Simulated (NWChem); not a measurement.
System meant: MgO; SMILES [O]=[Mg]

The following NWChem deck was run.

```
start job
memory heap 200 mb stack 900 mb global 1100 mb
geometry units angstroms noautosym nocenter noautoz
  Mg     0.000000     0.000000    -0.717394
  O      0.000000     0.000000     1.045864
end
basis spherical
  Mg library def2-svp
  O library def2-svp
end
dft
  xc m06-l
  iterations 150
end
property
  shielding
end
task dft property
```

End of the output:

```
 Vector   13  Occ=0.000000D+00  E=-2.643575D-02
              MO Center= -8.8D-09, -3.5D-09, -1.1D+00, r^2= 4.8D+00
   Bfn.  Coefficient  Atom+Function         Bfn.  Coefficient  Atom+Function
  ----- ------------  ---------------      ----- ------------  ---------------
    12      0.715454  1 Mg py                 9      0.304519  1 Mg py
    15     -0.283085  1 Mg d -1              23     -0.190881  2 O  py
     6      0.164051  1 Mg py                26     -0.141389  2 O  py
    11     -0.124724  1 Mg px                 8     -0.053086  1 Mg px
    17     -0.049350  1 Mg d  1              22      0.033276  2 O  px

 center of mass
 --------------
 x =   0.00000000 y =   0.00000000 z =  -0.02260410

 moments of inertia (a.u.)
 ------------------
         106.539191965973           0.000000000000           0.000000000000
           0.000000000000         106.539191965973           0.000000000000
           0.000000000000           0.000000000000           0.000000000000

     Multipole analysis of the density
     ---------------------------------

     L   x y z        total         alpha         beta         nuclear
     -   - - -        -----         -----         ----         -------
     0   0 0 0     -0.000000    -10.000000    -10.000000     20.000000

     1   1 0 0      0.000000      0.000000      0.000000      0.000000
     1   0 1 0     -0.000000     -0.000000     -0.000000      0.000000
     1   0 0 1     -2.685969     -1.114501     -1.114501     -0.456966

     2   2 0 0    -11.055202     -5.527601     -5.527601      0.000000
     2   1 1 0      0.000000      0.000000      0.000000      0.000000
     2   1 0 1     -0.000000     -0.000000     -0.000000      0.000000
     2   0 2 0    -11.055203     -5.527602     -5.527602      0.000000
     2   0 1 1      0.000000      0.000000      0.000000      0.000000
     2   0 0 2    -10.261240    -31.782369    -31.782369     53.303498

          -----------------------------------------
          Chemical Shielding Tensors (GIAO, in ppm)
          -----------------------------------------

 ------------------------------------------------------------------------
  xm06: d2 not coded                    0
 ------------------------------------------------------------------------
 ------------------------------------------------------------------------
  current input line :
    18: task dft property
 ------------------------------------------------------------------------
 ------------------------------------------------------------------------
 This error has not yet been assigned to a category
 ------------------------------------------------------------------------
 For more information see the NWChem manual at https://nwchemgit.github.io

0: xm06: d2 not coded:Received an Error in Communication
```

### Question
Find the fault in this run and fix the input.

### Answer
The run crashed. Cause: this functional's second derivatives, which shieldings need, aren't coded here; the fix takes a hybrid GGA instead. This input runs:
```
start job
memory heap 200 mb stack 900 mb global 1100 mb
geometry units angstroms noautosym nocenter noautoz
  Mg     0.000000     0.000000    -0.717394
  O      0.000000     0.000000     1.045864
end
basis spherical
  * library def2-svp
end
dft
  xc pbe0
  iterations 150
end
property
  shielding
end
task dft property
```
It converges to -274.88612 Ha (PBE0/def2-SVP, GIAO).
